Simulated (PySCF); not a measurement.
UHF on W+ (tungsten, charge +1)

Configuration: [Xe] 4f14 5d3 6s2, high-spin 4F determinant (an excited configuration). Computed with PySCF 2.14 in ANO-RCC-VTZP, with scalar relativity by spin-free X2C-1e.

* Total energy: -16137.348630 hartree
* One-electron energy: -22123.2678 hartree
* Hartree (Coulomb) energy: 6309.3967 hartree
* Exchange energy: -323.4776 hartree
* ⟨S²⟩: 3.7612
* ⟨L²⟩: 12.040
* Sum of ⟨r⟩: 42.53 bohr
* Sum of ⟨r²⟩: 58.08 bohr²
* Langevin diamagnetic susceptibility: -46.0 ×10⁻⁶ cm³/mol

| shell | electrons | mean orbital energy (eV) | spread (eV) | rms radius, mean of both spins (bohr) |
| --- | --- | --- | --- | --- |
| 1s β | 1 | -69891.4 | 0 | 0.0208 |
| 1s α | 1 | -69891.4 | 0 | 0.0208 |
| 2s α | 1 | -12213.2 | 0 | 0.0838 |
| 2s β | 1 | -12213.0 | 0 | 0.0838 |
| 2p α | 3 | -10713.1 | 0 | 0.0763 |
| 2p β | 3 | -10712.9 | 0 | 0.0763 |
| 3s α | 1 | -2883.1 | 0 | 0.214 |
| 3s β | 1 | -2883.1 | 0 | 0.214 |
| 3p α | 3 | -2428.9 | 0 | 0.216 |
| 3p β | 3 | -2428.9 | 0 | 0.216 |
| 3d α | 5 | -1888.1 | 0.233 | 0.197 |
| 3d β | 5 | -1887.9 | 0.066 | 0.197 |
| 4s α | 1 | -635.70 | 0 | 0.478 |
| 4s β | 1 | -635.42 | 0 | 0.478 |
| 4p α | 3 | -483.37 | 0 | 0.509 |
| 4p β | 3 | -483.09 | 0 | 0.509 |
| 4d α | 5 | -283.43 | 0.563 | 0.551 |
| 4d β | 5 | -282.97 | 0.221 | 0.551 |
| 5s α | 1 | -105.93 | 0 | 1.14 |
| 5s β | 1 | -102.69 | 0 | 1.14 |
| 5p α | 3 | -65.573 | 0 | 1.22 |
| 5p β | 3 | -60.747 | 0 | 1.22 |
| 4f α | 7 | -60.743 | 0.163 | 0.750 |
| 4f β | 7 | -60.328 | 0.178 | 0.750 |
| 5d α | 3 | -20.167 | 0 | 1.98 |
| 6s α | 1 | -15.709 | 0 | 3.24 |
| 6s β | 1 | -14.042 | 0 | 3.24 |

Spin-orbit coupling, absent here, splits the open shell strongly.

Densities and radii are taken from the X2C orbitals without a picture-change correction, which distorts them close to the nucleus.

Spin-orbit constants ζ (cm⁻¹) from the X2C one-electron operator on these orbitals: bare nucleus, nucleus screened by l(l+1)(2l+1)/3 electrons, and screened by the Breit-Pauli mean field of the electrons.

```json
{"shell": "2p", "bare": "6868000", "screened nucleus": "6683000", "mean field": "n/a"}
{"shell": "3p", "bare": "1501000", "screened nucleus": "1460000", "mean field": "n/a"}
{"shell": "3d", "bare": "233400", "screened nucleus": "201800", "mean field": "n/a"}
{"shell": "4p", "bare": "341900", "screened nucleus": "332600", "mean field": "n/a"}
{"shell": "4d", "bare": "45890", "screened nucleus": "39690", "mean field": "n/a"}
{"shell": "4f", "bare": "8099", "screened nucleus": "5034", "mean field": "n/a"}
{"shell": "5p", "bare": "45830", "screened nucleus": "44590", "mean field": "n/a"}
{"shell": "5d", "bare": "3146", "screened nucleus": "2721", "mean field": "n/a"}
```

To first order the Landé constant is A = 906.9 cm⁻¹, so the lowest level has J = 3/2 and lies 0.675 eV below the centre of the term. This holds in LS coupling only.
